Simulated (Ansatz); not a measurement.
This geometry of C3H7NSi (12 atoms, charge 0, multiplicity 1) is a first-order saddle point.

Computed with Ansatz, RKS B3LYP/6-31G.

```xyz
12
Properties=species:S:1:pos:R:3
N -1.903 -0.675 -0.397
C -0.612 -0.242 0.012
C -0.120 -0.234 1.276
Si 1.555 0.486 0.711
C 0.491 0.310 -0.923
H -1.937 -1.520 -0.956
H -2.532 0.044 -0.735
H -0.634 -0.557 2.172
H 1.911 1.881 1.148
H 2.778 -0.382 0.828
H 0.855 -0.408 -1.667
H 0.226 1.242 -1.435
```

Task: Which two structures does it join? (They come from a converged band through this point; their orientation in space is the band's.)

Result: No bond is made or broken. The dihedral H6–N1–C2–C3 goes from -180 to 0°. The two ends are copies of one structure, up to a mirror image or an exchange of like atoms.

Initial state:

```xyz
12
Properties=species:S:1:pos:R:3
N -1.826 -0.612 -0.543
C -0.614 -0.219 -0.033
C -0.173 -0.143 1.264
Si 1.525 0.482 0.739
C 0.535 0.236 -0.940
H -1.992 -0.611 -1.535
H -2.575 -0.908 0.060
H -0.714 -0.386 2.169
H 1.941 1.896 1.060
H 2.742 -0.391 0.924
H 0.908 -0.542 -1.616
H 0.320 1.143 -1.516
```

Final state:

```xyz
12
Properties=species:S:1:pos:R:3
N -1.825 -0.613 -0.543
C -0.614 -0.219 -0.033
C -0.173 -0.142 1.264
Si 1.525 0.482 0.739
C 0.535 0.237 -0.940
H -2.574 -0.911 0.061
H -1.992 -0.612 -1.535
H -0.714 -0.384 2.169
H 1.943 1.896 1.061
H 2.740 -0.393 0.924
H 0.908 -0.540 -1.617
H 0.320 1.144 -1.515
```

Task: How far does it lie above each of them?

Result: 0.54 eV above the first and 0.54 eV above the second. This is the barrier of this one path; another mechanism may lie lower. Limits of this set-up: no polarisation functions.

Run time: 4.1 min on 1 thread of Arm Neoverse V1, with other jobs on the host, peak memory 0.15 GiB.
